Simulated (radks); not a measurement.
Problem. These are the eigenvalues of the occupied orbitals of an atom or ion with whole-number occupations (eV). Calculated with a radial shooting solver on a logarithmic mesh with Libxc functionals: non-relativistic Kohn-Sham, LDA (Slater exchange, Perdew-Wang correlation), spin-unpolarised, spherical densities, point nucleus.

orbital  eigenvalue
1s        -1811.435
2s        -174.4647
2p        -132.0922
3s         -39.6046

Which element is it, and in what charge state? The configuration may be excited.

Solution. Z = 14, silicon, charge +3: Si3+ in [Ne] 3s1. The list shows which subshells hold electrons but not how many an open one holds; the 1s level, -66.569 hartree, gives Z - s = 11.5 by -(Z - s)^2/2, which with screening narrows Z to a few neighbours, and the depths of the outer levels then fix element, charge and occupations together.
